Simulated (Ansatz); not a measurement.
One geometry of C₃H₇GaSi (`C#CC[SiH2][GaH2]`), several functionals.

```yaml
crystal:
  periodic: [false, false, false]
  atoms:
    - {symbol: C, position_ang: [-1.813105, -0.634574, 0.424110]}
    - {symbol: C, position_ang: [-0.702397, -0.563349, 0.907087]}
    - {symbol: C, position_ang: [0.674720, -0.383722, 1.290701]}
    - {symbol: Si, position_ang: [1.413485, 0.500036, -0.272404]}
    - {symbol: Ga, position_ang: [-0.663316, 0.458443, -1.530023]}
    - {symbol: H, position_ang: [-2.838472, -0.783442, 0.173341]}
    - {symbol: H, position_ang: [0.760483, 0.234323, 2.186735]}
    - {symbol: H, position_ang: [1.161330, -1.343230, 1.478015]}
    - {symbol: H, position_ang: [2.569643, -0.311338, -0.747991]}
    - {symbol: H, position_ang: [1.957180, 1.815390, 0.169709]}
    - {symbol: H, position_ang: [-1.587345, 1.731274, -1.542385]}
    - {symbol: H, position_ang: [-0.932208, -0.719801, -2.536893]}
basis:
  gaussian: {orbitals: def2-TZVPP}
hamiltonian: {xc: hse06, dispersion: d4}
output: {orbitals: {seedname: orbitals}}
```

```sh
$ ansatz run in.yaml --threads 4 --pin off --events-out ev --progress --plain --max-ram 10444MiB
```

Output, abridged:

```
Functional definition: HSE06
1657 factors; their error is unknown
137 factors; integrals over basis functions are off by at most 3.7e-7 eV
mean field evaluation 1: about -63457.7979 eV, gradient 5.8e1 eV
mean field evaluation 2: about -63451.7195 eV, gradient 7.4e1 eV
mean field evaluation 4: about -63464.9490 eV, gradient 9.4e0 eV
mean field evaluation 8: about -63465.3559 eV, gradient 4.5e-1 eV
mean field evaluation 16: about -63465.3562 eV, gradient 4.4e-5 eV
mean field -63465.35615832 eV, -2332.3088204547 hartree, gradient 4.4e-5 eV, S^2 0.000000; 0 other end points of the search recorded, 0 dependent functions left out
reference -63465.35620804 eV, -2332.3088222821 hartree; 35, 35 occupied and 246, 246 virtual orbitals, 1657 factors
Total energy: -63465.62071282 eV, -2332.3185426533 hartree
```

It took 1.9 s on 4 threads of an AMD EPYC 9R45 on a shared host, with 0.97 GiB of host memory at the peak.

Changing it to `hamiltonian: {xc: {name: B2PLYP}}` (abridged; 3.2 s):

```
Functional definition: B2PLYP
mean field evaluation 16: about -63456.1548 eV, gradient 5.2e-4 eV
mean field -63456.15482899 eV, -2331.9706778389 hartree, gradient 5.9e-6 eV, S^2 0.000000
17 core orbitals not correlated: weight in the atoms' cores, before any rotation towards them, 1.000 or more for the frozen orbitals, at most 0.000 for the correlated occupied ones
second order -28.21497407 eV of doubles, -0.00000000 eV of singles
Total energy: -63463.77307011 eV, -2332.2506430360 hartree
```

With the line `hamiltonian: {xc: {name: PBE-QIDH}}` (abridged; 3.4 s):

```
Functional definition: PBE-QIDH
mean field evaluation 16: about -63445.0830 eV, gradient 6.0e-4 eV
mean field -63445.08302607 eV, -2331.5637965862 hartree, gradient 3.1e-6 eV, S^2 0.000000
17 core orbitals not correlated: weight in the atoms' cores, before any rotation towards them, 1.000 or more for the frozen orbitals, at most 0.000 for the correlated occupied ones
second order -26.01974373 eV of doubles, -0.00000000 eV of singles
Total energy: -63453.75628915 eV, -2331.8825331254 hartree
```

The same input with `hamiltonian: {xc: lda}` (abridged; 0.8 s):

```
Functional definition: SPW92
mean field evaluation 16: about -63335.5834 eV, gradient 1.3e-3 eV
mean field -63335.58338952 eV, -2327.5397591647 hartree, gradient 8.3e-5 eV, S^2 0.000000
Total energy: -63335.58343635 eV, -2327.5397608855 hartree
```

The same input with `hamiltonian: {xc: {name: r2SCAN0}, dispersion: d4}` (abridged; 2.5 s):

```
Functional definition: r2SCAN0
mean field evaluation 16: about -63475.8474 eV, gradient 6.1e-5 eV
mean field -63475.84735044 eV, -2332.6943646540 hartree, gradient 2.0e-5 eV, S^2 0.000000
Total energy: -63475.94187687 eV, -2332.6978384362 hartree
```

With the line `hamiltonian: {xc: {name: BHLYP}, dispersion: d4}` (abridged; 1.9 s):

```
Functional definition: BHLYP
mean field evaluation 16: about -63477.1827 eV, gradient 1.1e-4 eV
mean field -63477.18269506 eV, -2332.7434376638 hartree, gradient 3.6e-5 eV, S^2 0.000000
Total energy: -63477.63037666 eV, -2332.7598896589 hartree
```

HSE06 is the plane-wave form, built on full-range PBE exchange.
